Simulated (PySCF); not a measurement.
Mapped SMILES: `[F:1][Si:2]([F:3])([F:4])[O:5][CH:6]([SiH3:7])[SiH3:8]`; H(Xn) means a hydrogen on atom n.

- geometry: GFN2-xTB
- shieldings: GIAO PBE0/pcSseg-1
- code: PySCF 2.14.0 with density-fitted response routines
- a single conformation, no solvent, rapidly exchanging positions averaged, no relativistic terms

Chemical shifts δ = σref − σ; ¹³C (σref 186.93), ¹H (σref 31.72), ²⁹Si (σref 349.16) against TMS; ¹⁹F (σref 170.95) against CFCl3; ¹⁷O (σref 336.08) vs H2O, all at this level.

```csv
atoms,nucleus,count,δ (ppm)
Si7/Si8,²⁹Si,2,-67.2
C6,¹³C,1,?
F1/F3/F4,¹⁹F,3,?
O5,¹⁷O,1,17.9
H(C6),¹H,1,4.36
H(Si7)/H(Si8),¹H,6,4.12
Si2,²⁹Si,1,-102.8
```

Complete the table.

Answers


- C6: 56.4 ppm, sp3 CH bonded to O and 2 Si; pulled downfield by the heteroatom
- F1/F3/F4: -170.3 ppm, fluorine bonded to Si

Shifts are as computed. Against solution values, carbons near 30 ppm lie about +3 ppm off and those near 130 ppm about +5 ppm. Of 1309 compounds with measured shifts, 239 miss one by over three times the rms of a fit or turn the order of signals round; such compounds aren't used in these exercises. Unscaled 19F shifts against computed CFCl3 carry errors that often reach 10 to 50 ppm. Experimental scales use liquid or dissolved standards, which lie at an offset from isolated H2O (liquid H2O: subtract about 36 ppm).
